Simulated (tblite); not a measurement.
Q: Write Cartesian coordinates for `[C]#CC(=O)NCC1CC1` [radical] as optimised with GFN2-xTB. (Doublet state.)

A: 
```xyz
17
C7H8NO angstrom
C      4.2778    1.2670    0.4607
C      3.3121    0.7690   -0.0456
C      2.1124    0.1531   -0.6128
O      1.8877    0.1802   -1.8003
N      1.3580   -0.4280    0.3317
C      0.0696   -1.0297    0.0406
C     -1.0652   -0.2049    0.6012
C     -2.3947   -0.2089   -0.0935
C     -1.5272    1.0095   -0.1487
H      1.6356   -0.3428    1.2977
H      0.0535   -2.0409    0.4625
H     -0.0114   -1.0956   -1.0465
H     -1.0731   -0.1522    1.6839
H     -3.2858   -0.1833    0.5144
H     -2.4971   -0.8026   -0.9887
H     -1.8223    1.8808    0.4153
H     -1.0371    1.2412   -1.0818
```

Any rigid rotation of these coordinates is as good. Atoms count from 1 in this order. The C–N distances run from 1.341 Å (C3–N5, drawn single) to 1.451 Å (N5–C6, drawn single), a spread of 0.110 Å. C3 (carbon bonded to C, N and O) is planar (angles 126.6°, 121.6° and 111.8°, sum 360.0°, 0.01 Å off the plane of its three neighbours). Of the pairs four or more bonds apart, O4···H12 is among the closest relative to their van der Waals radii: 2.41 Å, 89 % of the sum of Bondi's values. The 3-membered ring C7–C8–C9 has internal angles of 59.8° to 60.1°.

Bonds between heavy atoms (Å): C1≡C2 1.199, C2–C3 1.463, C3=O4 1.209, C3–N5 1.341, N5–C6 1.451, C6–C7 1.511, C7–C8 1.500, C8–C9 1.497, C7–C9 1.500.

The geometry is computed with GFN2-xTB (gas phase). This method treats the open shell by occupation alone, without spin polarisation.

Point group: C1 (no symmetry element, even within 0.4 Å). Its GFN2-xTB frequencies are all real (lowest 34 cm⁻¹). Torsions: C2–C3–N5–C6 176°, C3–N5–C6–C7 -109°, N5–C6–C7–C8 150°.

One conformer stands for the species.
